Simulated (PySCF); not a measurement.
PySCF input for In(Me)(SH)2 (CH5InS2), SMILES [CH3][In]([SH])[SH], TDA-B3LYP/def2-SVPD. Coordinates come from a B3LYP-D3(BJ)/def2-SVP optimisation. The structure was generated by enumeration; whether it is a known compound was not checked. The def2 effective core potentials stand for the cores of In; spin–orbit coupling is left out. Other conformers were not sampled.

```python
import numpy as np
from pyscf import gto, scf, dft, tdscf

mol = gto.M(
    atom='''
    In    0.26867948   -0.06793724   -0.01251293
    C     2.36963917   -0.61010829   -0.06083833
    H     2.48361632   -1.64700477    0.28651797
    H     2.93347000    0.05869799    0.60502021
    H     2.74895264   -0.51904023   -1.08763284
    S    -1.11299400   -0.00439329    1.99045915
    H    -0.10457921   -0.38724300    2.80940473
    S    -0.96935038    0.55020300   -2.00909246
    H    -2.12707884    0.75120890   -1.33701398
    ''',
    basis='def2-SVPD',
    ecp={'In': 'def2-svp'},
    charge=0,
    spin=0,
    max_memory=1600,
    verbose=4,
)
mf = dft.RKS(mol, xc='b3lyp').density_fit(auxbasis='def2-universal-jkfit')
mf.grids.level = 3
mf.conv_tol = 1e-9
mf.max_cycle = 100
mf.kernel()
mf.grids = dft.Grids(mol).set(level=1).build(with_non0tab=True)  # coarser grid for the response kernel
td = tdscf.TDA(mf)
td.singlet = True
td.nstates = 10
td.conv_tol = 1e-4
td.positive_eig_threshold = 1e-6
td.kernel(x0=td.get_init_guess(mf, 15))
td.analyze()
tt = tdscf.TDA(mf)
tt.singlet = False
tt.nstates = 4
tt.conv_tol = 1e-4
tt.positive_eig_threshold = 1e-6
tt.kernel(x0=tt.get_init_guess(mf, 9))
tt.analyze(verbose=3)
```

Log of the run:

```
PySCF version 2.14.0

[INPUT] verbose = 4
[INPUT] num. atoms = 9
[INPUT] num. electrons = 64
[INPUT] charge = 0
[INPUT] spin (= nelec alpha-beta = 2S) = 0
[INPUT] symmetry False subgroup None
[INPUT] Mole.unit = angstrom
[INPUT] Symbol           X                Y                Z      unit          X                Y                Z       unit  Magmom
[INPUT]  1 In     0.268679480000  -0.067937240000  -0.012512930000 AA    0.507730632491  -0.128382777259  -0.023646010716 Bohr   0.0
[INPUT]  2 C      2.369639170000  -0.610108290000  -0.060838330000 AA    4.477969045342  -1.152937574427  -0.114967781576 Bohr   0.0
[INPUT]  3 H      2.483616320000  -1.647004770000   0.286517970000 AA    4.693354643300  -3.112387941152   0.541440493066 Bohr   0.0
[INPUT]  4 H      2.933470000000   0.058697990000   0.605020210000 AA    5.543454894628   0.110923125162   1.143322496727 Bohr   0.0
[INPUT]  5 H      2.748952640000  -0.519040230000  -1.087632840000 AA    5.194767619000  -0.980843882331  -2.055328191683 Bohr   0.0
[INPUT]  6 S     -1.112994000000  -0.004393290000   1.990459150000 AA   -2.103253838284  -0.008302114886   3.761422655635 Bohr   0.0
[INPUT]  7 H     -0.104579210000  -0.387243000000   2.809404730000 AA   -0.197626065223  -0.731783213655   5.309005512758 Bohr   0.0
[INPUT]  8 S     -0.969350380000   0.550203000000  -2.009092460000 AA   -1.831806736943   1.039732982914  -3.796634508329 Bohr   0.0
[INPUT]  9 H     -2.127078840000   0.751208900000  -1.337013980000 AA   -4.019596452958   1.419579083336  -2.526590246915 Bohr   0.0

nuclear repulsion = 295.246986351
number of shells = 62
number of NR pGTOs = 237
number of NR cGTOs = 146
basis = def2-SVPD
ecp = {'In': 'def2-svp'}


******** <class 'pyscf.df.df_jk.DFRKS'> ********
method = DFRKS
initial guess = minao
damping factor = 0
level_shift factor = 0
DIIS = <class 'pyscf.scf.diis.CDIIS'>
diis_start_cycle = 1
diis_space = 8
diis_damp = 0
SCF conv_tol = 1e-09
SCF conv_tol_grad = None
SCF max_cycles = 100
direct_scf = False
XC library pyscf.dft.libxc version 7.1.2
    S. Lehtola, C. Steigemann, M. J. T. Oliveira, and M. A. L. Marques,  SoftwareX 7, 1–5 (2018)
XC functionals = b3lyp
    P. J. Stephens, F. J. Devlin, C. F. Chabalowski, and M. J. Frisch,  J. Phys. Chem. 98, 11623 (1994)
radial grids:
    Treutler-Ahlrichs [JCP 102, 346 (1995); DOI:10.1063/1.469408] (M4) radial grids

becke partition: Becke, JCP 88, 2547 (1988); DOI:10.1063/1.454033
pruning grids: <function nwchem_prune>
grids dens level: 3
symmetrized grids: False
atomic radii adjust function: <function treutler_atomic_radii_adjust>
small_rho_cutoff = 0
Set gradient conv threshold to 3.16228e-05
Initial guess from minao.
tot grids = 122792
******** <class 'pyscf.df.df.DF'> ********
auxbasis = def2-universal-jkfit
init E= -1006.05996634641
  HOMO = -0.576191042780907  LUMO = -0.505294354830984  gap/eV = 1.92920
cycle= 1 E= -1025.87855896522  delta_E= -19.8  |g|= 2.45  |ddm|= 14.6
  HOMO = 0.0388215720091712  LUMO = 0.0595591691239969  gap/eV = 0.56430
cycle= 2 E= -983.257637780334  delta_E= 42.6  |g|= 7.99  |ddm|= 57.1
  HOMO = -0.33655239335568  LUMO = -0.181425695032384  gap/eV = 4.22121
cycle= 3 E= -1027.27321141564  delta_E=  -44  |g|= 0.976  |ddm|= 57.1
  HOMO = -0.224710545689527  LUMO = -0.0726671729163914  gap/eV = 4.13731
cycle= 4 E= -1027.44658078347  delta_E= -0.173  |g|= 0.513  |ddm|= 2.84
  HOMO = -0.265930632788951  LUMO = -0.0629291340320996  gap/eV = 5.52395
cycle= 5 E= -1027.52453899588  delta_E= -0.078  |g|= 0.173  |ddm|= 0.886
  HOMO = -0.257884831157567  LUMO = -0.0620580129226553  gap/eV = 5.32872
cycle= 6 E= -1027.5329832336  delta_E= -0.00844  |g|= 0.0594  |ddm|= 0.285
  HOMO = -0.256637410225013  LUMO = -0.0609338389393721  gap/eV = 5.32537
cycle= 7 E= -1027.53408043006  delta_E= -0.0011  |g|= 0.00844  |ddm|= 0.0834
  HOMO = -0.257691141644953  LUMO = -0.0614566811123424  gap/eV = 5.33981
cycle= 8 E= -1027.53409907328  delta_E= -1.86e-05  |g|= 0.00302  |ddm|= 0.0171
  HOMO = -0.257615833929867  LUMO = -0.0613121609263234  gap/eV = 5.34170
cycle= 9 E= -1027.53410189448  delta_E= -2.82e-06  |g|= 0.00103  |ddm|= 0.00565
  HOMO = -0.257533397559533  LUMO = -0.0612496895097427  gap/eV = 5.34115
cycle= 10 E= -1027.53410226633  delta_E= -3.72e-07  |g|= 0.000242  |ddm|= 0.00187
  HOMO = -0.257545222518056  LUMO = -0.0612510197325591  gap/eV = 5.34144
cycle= 11 E= -1027.53410228414  delta_E= -1.78e-08  |g|= 4.27e-05  |ddm|= 0.00045
  HOMO = -0.257542842032413  LUMO = -0.0612506341155529  gap/eV = 5.34138
cycle= 12 E= -1027.53410228475  delta_E= -6.02e-10  |g|= 1.04e-05  |ddm|= 7.81e-05
  HOMO = -0.257544041690098  LUMO = -0.0612513467897913  gap/eV = 5.34140
Extra cycle  E= -1027.53410228475  delta_E= 1.14e-12  |g|= 1.07e-05  |ddm|= 3.13e-05
converged SCF energy = -1027.53410228475
tot grids = 38264
Overwritten attributes  positive_eig_threshold  of <class 'pyscf.tdscf.rks.TDA'>


******** <class 'pyscf.tdscf.rks.TDA'> for <class 'pyscf.df.df_jk.DFRKS'> ********
nstates = 10 singlet
deg_eia_thresh = 1.000e-03
wfnsym = None
conv_tol = 0.0001
eigh lindep = 1e-12
eigh level_shift = 0
eigh max_cycle = 100


Excitation energies (eV)
[4.37247311 4.82169779 4.85650949 5.30291206 5.51008156 5.58424616
 5.67544857 5.98999054 6.09857159 6.22808549]

** Singlet excitation energies and oscillator strengths **
Excited State   1:      4.37247 eV    283.56 nm  f=0.0000
      32 -> 33        0.70171
Excited State   2:      4.82170 eV    257.14 nm  f=0.0129
      29 -> 33       -0.21520
      30 -> 33        0.18682
      32 -> 34        0.64108
Excited State   3:      4.85651 eV    255.29 nm  f=0.0479
      31 -> 33       -0.69965
Excited State   4:      5.30291 eV    233.80 nm  f=0.0001
      29 -> 33        0.17844
      30 -> 33        0.21797
      31 -> 34       -0.63614
Excited State   5:      5.51008 eV    225.01 nm  f=0.0006
      29 -> 34       -0.11230
      30 -> 34       -0.69415
Excited State   6:      5.58425 eV    222.02 nm  f=0.0000
      29 -> 34       -0.65548
      32 -> 35       -0.22266
Excited State   7:      5.67545 eV    218.46 nm  f=0.0004
      29 -> 34        0.22955
      31 -> 36       -0.10954
      32 -> 35       -0.64313
Excited State   8:      5.98999 eV    206.99 nm  f=0.0439
      31 -> 35        0.54504
      32 -> 36        0.41613
Excited State   9:      6.09857 eV    203.30 nm  f=0.4294
      29 -> 33        0.16108
      30 -> 33       -0.56538
      30 -> 35       -0.26123
      31 -> 34       -0.13588
      32 -> 34        0.18516
Excited State  10:      6.22809 eV    199.07 nm  f=0.4598
      29 -> 33        0.57841
      29 -> 35        0.20964
      30 -> 33        0.15561
      31 -> 34        0.19089
      32 -> 34        0.13174

** Transition electric dipole moments (AU) **
state          X           Y           Z        Dip. S.      Osc.
  1         0.0023      0.0077      0.0034      0.0001      0.0000
  2         0.0708     -0.0656      0.3157      0.1090      0.0129
  3        -0.1585     -0.6077     -0.0901      0.4025      0.0479
  4         0.0322     -0.0074      0.0034      0.0011      0.0001
  5         0.0162      0.0649      0.0114      0.0046      0.0006
  6        -0.0038     -0.0101     -0.0041      0.0001      0.0000
  7        -0.0138     -0.0529     -0.0049      0.0030      0.0004
  8         0.1290      0.5247      0.0841      0.2990      0.0439
  9        -0.9020      0.0198      1.4353      2.8740      0.4294
 10         1.3409     -0.4944      0.9852      3.0132      0.4598

WARN: ECP detected. Skipping calculation of transition velocity and magnetic dipole moments, which have not yet been implemented.



******** <class 'pyscf.tdscf.rks.TDA'> for <class 'pyscf.df.df_jk.DFRKS'> ********
nstates = 4 triplet
deg_eia_thresh = 1.000e-03
wfnsym = None
conv_tol = 0.0001
eigh lindep = 1e-12
eigh level_shift = 0
eigh max_cycle = 100


Excitation energies (eV)
[4.09411919 4.36113072 4.47545586 4.67912126]

** Triplet excitation energies and oscillator strengths **
Excited State   1:      4.09412 eV    302.83 nm  f=0.0000
Excited State   2:      4.36113 eV    284.29 nm  f=0.0000
Excited State   3:      4.47546 eV    277.03 nm  f=0.0000
Excited State   4:      4.67912 eV    264.97 nm  f=0.0000
```

The run converged.

Cost: roughly 120 core-seconds.
